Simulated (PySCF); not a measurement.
How methods differ on the ionisation energy of Ne⁺

Ne⁺ [He] 2s2 2p5 (2P) → Ne²⁺ [He] 2s2 2p4 (3P), as a difference of total energies. Calculation: PySCF 2.14, in def2-QZVPPD (8s5p4d2f1g, 66 functions); no relativity, point nucleus. Correlated levels: valence: 1s2 frozen; valence and next inner shell: nothing frozen. The calculations carry no spin-orbit coupling.

| method | ionisation energy (eV) |
| --- | --- |
| UHF | 39.277 |
| LDA | 41.440 |
| PBE | 41.140 |
| PBE0 | 41.007 |
| r2SCAN | 41.134 |
| B97-3 | 41.137 |
| B2PLYP | 41.021 |
| TPSSh | 40.903 |
| PBEsol | 41.033 |
| MP2 (valence) | 40.869 |
| SCS-MP2 (valence) | 40.878 |
| MP2 (valence and next inner shell) | 40.885 |
| SCS-MP2 (valence and next inner shell) | 40.886 |

**Question.** How much does correlation contribute at MP2 (valence and next inner shell)?

**Answer.** 40.885 − (39.277) = 1.608 eV, measured against UHF.

Errors of the correlated levels include the incompleteness of this basis and the frozen core.

For comparison: 40.963 eV (measured; NIST Atomic Spectra Database, ionization energies).
